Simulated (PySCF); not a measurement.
Species: C5H10B2Si.
Bonds: Si1–C2, C2–B3, B3–C4, C4–C5 (double), C5–B6, B6–C7, C7–C8 (double), B3–C8. Hydrogens: H9, H10, H11 on Si1; H12, H13 on C2; H14 on C4; H15 on C5; H16 on B6; H17 on C7; H18 on C8.

All values: CAM-B3LYP/def2-SVPD (PySCF, non-relativistic), on one gas-phase PBE0-D3(BJ)/def2-SVP geometry that isn't relaxed in the solvent. The solvent is an IEF-PCM continuum (van der Waals radii × 1.2). Only the electrostatic response of the medium enters.

Gas phase at CAM-B3LYP/def2-SVPD: HOMO -8.84 eV, LUMO -2.15 eV, dipole 1.12 D.

Task: What does the continuum do to the energy, the frontier levels and the dipole at CAM-B3LYP/def2-SVPD in dimethylsulfoxide and water?

Result: 
| solvent | ε | E(solvent) − E(gas) (kcal/mol) | polarisation term (kcal/mol) | distortion of the solute (kcal/mol) | HOMO (eV) | LUMO (eV) | dipole (D) |
| --- | --- | --- | --- | --- | --- | --- | --- |
| dimethylsulfoxide | 46.83 | -1.62 | -1.87 | 0.25 | -8.80 | -2.09 | 1.64 |
| water | 78.36 | -1.65 | -1.90 | 0.25 | -8.80 | -2.09 | 1.65 |

Polarisation term: ½ Σ q·V over the induced surface charges. Distortion: the rise of the solute's own energy as its density leaves the gas-phase optimum. From dimethylsulfoxide to water the lowering changes by a factor 1.02, Onsager's factor (ε − 1)/(2ε + 1) by 1.01 and ε itself by 1.7.

Task: Which radius a makes the point-dipole formula ΔE = −[(ε − 1)/(2ε + 1)]·μ²/a³ give the value in water, with the gas-phase dipole?

Result: μ = 0.439 au and |ΔE| = 0.00262 Eh give a = 1.75 Å; the farthest nucleus lies 4.10 Å from the centroid of the nuclei, so such a sphere wouldn't even hold the nuclei. The formula assumes a rigid point dipole at the centre of a sphere.

Task: How does the static polarisability (CAM-B3LYP/def2-SVPD, frozen core, with the continuum's full static response) change?

Result: 
```
           medium  isotropic (au)  principal values (au)  ⟨r²⟩ of the electrons (bohr²)
              gas           113.7     83.1, 103.1, 155.0                         1400.5
dimethylsulfoxide           157.8    116.7, 144.3, 212.5                         1400.8
            water           158.6    117.5, 145.0, 213.4                         1400.8
```

The isotropic value in water is 1.39 times the gas-phase one; no cavity-field correction is applied. ⟨r²⟩ is taken about the centre of nuclear charge.

Conformer computed: `[SiH3:1][CH2:2][B:3]1[CH:4]=[CH:5][BH:6][CH:7]=[CH:8]1`: Si1–C2–B3–C4 90°.
